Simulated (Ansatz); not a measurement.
C$_{2}$H$_{7}$FO$_{2}$Sn (`C[O][SnH]([F])[O]C`). Charge 0, multiplicity 1. Correlated methods include outer-core shells of Sn, which these sets cover unevenly. Sn takes the def2 core potential.

```tsv
atom	x (Å)	y (Å)	z (Å)
C1	-0.840	0.424	2.150
O2	-0.599	-0.436	1.055
Sn3	-0.986	0.099	-0.771
F4	-0.623	1.985	-0.771
O5	0.338	-0.776	-1.874
C6	1.706	-0.759	-1.513
H7	-1.910	0.509	2.375
H8	-0.439	1.430	1.988
H9	-0.345	-0.007	3.024
H10	-2.543	-0.172	-1.367
H11	2.143	0.239	-1.633
H12	1.867	-1.091	-0.482
H13	2.231	-1.446	-2.182
```

**Question.** Give the diagnostics of a CCSD(T)/def2-TZVPP run (frozen core, Ansatz). (Best estimate.)

**Answer.** Ansatz gave: T1 = 0.0141, largest single amplitude 0.029, largest double 0.021, (T) share of the correlation energy 3.4 %, 10 CCSD cycles. The RHF solution is stable towards an unrestricted one. T1 lies under the customary mark of 0.02 for closed shells.
